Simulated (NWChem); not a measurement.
Species: C₂H₅BN₂O; SMILES C(=O)=NB(N)C

```xyz
11

C     -1.4260     1.5022     0.0007
B      0.0593     0.9542     0.0013
N      1.1805     1.8048     0.0008
N      0.3092    -0.4756    -0.0008
C      0.0837    -1.6628    -0.0009
O     -0.0695    -2.8380    -0.0012
H     -1.9660     1.1492    -0.9036
H     -1.9891     1.0995     0.8691
H     -1.4948     2.6080     0.0298
H      2.1390     1.4554    -0.0017
H      1.1019     2.8203     0.0026
```
Atoms are numbered in this order, from 1.

Results from NWChem. Pople sets run with spherical d functions. All runs use the structure optimised with PBE-D3(BJ)/def2-SVP. Atomic charges in e: unrestrained fits to the electrostatic potential beside Mulliken populations; buried atoms are poorly determined by the fit.

Q: Predict the results for Hartree-Fock/6-31G*. Quantities: ESP C1; Mulliken C1; ESP B2; Mulliken B2; ESP N3; Mulliken N3; ESP N4; Mulliken N4; ESP C5; Mulliken C5; relative RMS misfit of the potential (%).

A: 
```yaml
ESP C1: -0.42
Mulliken C1: -0.72
ESP B2: 0.85
Mulliken B2: 0.77
ESP N3: -1.09
Mulliken N3: -0.94
ESP N4: -0.66
Mulliken N4: -0.62
ESP C5: 0.77
Mulliken C5: 0.78
relative RMS misfit of the potential (%): 23
```
